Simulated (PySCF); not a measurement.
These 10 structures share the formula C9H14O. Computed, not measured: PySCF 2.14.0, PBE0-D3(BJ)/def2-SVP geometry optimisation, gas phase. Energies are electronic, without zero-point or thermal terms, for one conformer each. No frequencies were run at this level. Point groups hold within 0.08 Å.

**Question.** Order them by energy at this level, lowest first, and give relative energies in kcal/mol.
A. nopinone, `CC1(C)[C@@H]2CCC(=O)[C@H]1C2`
B. `[CH2:1]=[C:2]1[CH2:3][C@@H:4]([CH3:5])[C@@H:6]([C:7]([CH3:8])=[O:9])[CH2:10]1` with C4–C6–C7–C8 -75°, C1–C2–C3–C4 158°, C2–C3–C4–C5 -84°, C3–C4–C6–C7 -164°, C4–C6–C10–C2 27°
C. `[CH3:1][C@@H:2]1[C@H:3]([CH:4]=[O:5])[CH2:6][C:7]12[CH2:8][CH2:9][CH2:10]2` with C2–C3–C4–O5 113°
D. `[CH3:1][C:2]1=[CH:3][C:4](=[O:5])[CH2:6][C:7]([CH3:8])([CH3:9])[CH2:10]1` with C2–C3–C4–O5 -177°, C3–C4–C6–C7 -34°, C4–C6–C7–C8 -66°, C6–C7–C10–C2 -48° (isophorone)
E. `[O:1]=[CH:2][C@@:3]12[CH2:4][CH2:5][CH2:6][CH2:7][C@@H:8]1[CH2:9][CH2:10]2` with O1–C2–C3–C4 -1°, C2–C3–C4–C5 87°, C3–C4–C5–C6 58°, C4–C5–C6–C7 -62°, C5–C6–C7–C8 51°
F. `[CH3:1][CH2:2][O:3]/[CH:4]=[CH:5]\[C@@H:6]1[CH2:7][C:8]12[CH2:9][CH2:10]2` with C1–C2–O3–C4 169°, C2–O3–C4–C5 8°, C4–C5–C6–C7 -136°
G. `[CH3:1][O:2][C:3]1=[C:4]=[CH:5][CH2:6][CH2:7][CH2:8][CH2:9][CH2:10]1` with C1–O2–C3–C4 -4°, C4–C5–C6–C7 11°, C5–C6–C7–C8 63°, C6–C7–C8–C9 -114°, C7–C8–C9–C10 78°
H. `[CH3:1][CH:2]([CH3:3])[O:4][C@@H:5]1[CH:6]=[CH:7][C@H:8]2[CH2:9][C@@H:10]12` with C1–C2–O4–C5 -154°, C2–O4–C5–C6 -160°
I. `[CH3:1][C@@:2]12[CH:3]=[CH:4][C@@:5]([CH2:6][OH:7])([CH2:8][CH2:9]1)[CH2:10]2` with C4–C5–C6–O7 66°, C5–C6–O7–H -62°
J. `[CH3:1][C:2](=[O:3])[C@H:4]1[CH2:5][C:6]12[CH2:7][CH2:8][CH2:9][CH2:10]2` with C1–C2–C4–C5 159°, C2–C4–C5–C6 109°, C4–C5–C6–C7 -112°, C5–C6–C7–C8 -166°, C6–C7–C8–C9 37°

**Answer.** D (0.0), A (10.6), J (12.4), B (12.6), E (12.9), I (21.2), C (38.3), H (39.8), G (51.0), F (68.8).

As drawn, the lowest has a C=O bond, which the highest lacks; the highest has a three-membered ring, which the lowest lacks. Neighbours under 2.5 kcal/mol apart (CC1(C)[C@@H]2CCC(=O)[C@H]1C2 and CC(=O)[C@H]1CC12CCCC2; CC(=O)[C@H]1CC12CCCC2 and C=C1C[C@@H](C)[C@@H](C(C)=O)C1; C=C1C[C@@H](C)[C@@H](C(C)=O)C1 and O=C[C@@]12CCCC[C@@H]1CC2; C[C@@H]1[C@H](C=O)CC12CCC2 and CC(C)O[C@@H]1C=C[C@H]2C[C@H]21) can change places with a better method, another conformer or zero-point energy.

```
                        SMILES      E (Eh)  E rel (kcal/mol)  dipole (D)  point group       A, B, C (MHz)
          CC1=CC(=O)CC(C)(C)C1  -425.82846               0.0        4.15           C1   1514, 1338, 851.1
  CC1(C)[C@@H]2CCC(=O)[C@H]1C2  -425.81161              10.6        3.08           C1    1936, 1309, 1171
         CC(=O)[C@H]1CC12CCCC2  -425.80868              12.4        2.68           C1  2453, 871.1, 826.7
C=C1C[C@@H](C)[C@@H](C(C)=O)C1  -425.80837              12.6        2.81           C1  2406, 922.5, 809.8
      O=C[C@@]12CCCC[C@@H]1CC2  -425.80795              12.9        2.63           C1    1696, 1401, 1027
   C[C@@]12C=C[C@@](CO)(CC1)C2  -425.79473              21.2        1.48            –  2955, 960.9, 924.5
    C[C@@H]1[C@H](C=O)CC12CCC2  -425.76735              38.3        3.00           C1  2501, 920.5, 854.2
CC(C)O[C@@H]1C=C[C@H]2C[C@H]21  -425.76502              39.8        1.23           C1  2869, 772.8, 734.6
                COC1=C=CCCCCC1  -425.74720              51.0        1.05           C1   1748, 1200, 885.9
        CCO/C=C\[C@@H]1CC12CC2  -425.71878              68.8        1.15           C1  2875, 589.0, 553.2
```

**Question.** As an exercise, what shares would exp(−E/RT) give at 2000 K from these electronic energies alone (no entropy, no degeneracies)?

**Answer.** RT = 3.974 kcal/mol: CC1=CC(=O)CC(C)(C)C1 83.3 %, CC1(C)[C@@H]2CCC(=O)[C@H]1C2 5.8 %, CC(=O)[C@H]1CC12CCCC2 3.7 %, C=C1C[C@@H](C)[C@@H](C(C)=O)C1 3.5 %, O=C[C@@]12CCCC[C@@H]1CC2 3.3 %, C[C@@]12C=C[C@@](CO)(CC1)C2 0.4 %, C[C@@H]1[C@H](C=O)CC12CCC2 under 0.1 %, CC(C)O[C@@H]1C=C[C@H]2C[C@H]21 under 0.1 %, COC1=C=CCCCCC1 under 0.1 %, CCO/C=C\[C@@H]1CC12CC2 under 0.1 %.
